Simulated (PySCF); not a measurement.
Stepwise substitution at one centre (B F-I). Gas-phase values, no solvent. Strings in code marks are SMILES.

The LUMO from two functionals at the same geometries (B3LYP-D3(BJ)/def2-TZVP), both in PySCF: PBE-D3(BJ)/def2-TZVP and B3LYP-D3(BJ)/def2-TZVP. B3LYP has the VWN-RPA correlation part, as in Gaussian. 

```csv
species,PBE-D3(BJ)/def2-TZVP (eV)
1 of 3 F replaced by I (`FB(I)F`),-1.68
2 of 3 F replaced by I (`IB(F)I`),-2.60
3 of 3 F replaced by I,-3.26
```

Task: What does B3LYP-D3(BJ)/def2-TZVP give for each?

Result: 
- 1 of 3 F replaced by I (`FB(I)F`): -0.93
- 2 of 3 F replaced by I (`IB(F)I`): -1.90
- 3 of 3 F replaced by I: -2.64
Over these rows, drawn at random from the members with no instability flagged (it was tested for open shells, ions and some series alone), PBE minus B3LYP-D3(BJ): mean -0.69 eV, from -0.75 eV to -0.62 eV.
